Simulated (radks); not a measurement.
Results of a calculation; reference values are marked as such.
Valence configurations of Cr III (all share [Ar]). Code: a radial shooting solver on a logarithmic mesh with Libxc functionals. Model: non-relativistic Kohn-Sham, PBE, spin-polarised, spherical densities, point nucleus; open shells are filled with parallel spins first. Energies are relative to 3d4; eigenvalues in eV for spin up.

valence      E (eV)  moment (Bohr magnetons)    e(3d)    e(4p)    e(4s)
3d4           0.000                        4  -24.307        -        -
3d3 4s1       6.935                        4  -30.048        -  -21.382
3d3.5 4p0.5   5.730                        4  -27.629  -15.098        -
3d3.5 4s0.5   3.044                        4  -27.089        -  -20.172
3d3 4p1      12.544                        4  -31.099  -16.352        -
3d2 4s1 4p1  23.591                        4  -37.403  -18.251  -24.339
3d2 4s2      19.176                        2  -36.312        -  -23.022

NIST lists [Ar] 3d4 as the ground configuration; this level of theory agrees among the configurations tried. The energies are those of spherical high-spin densities, not of single terms.
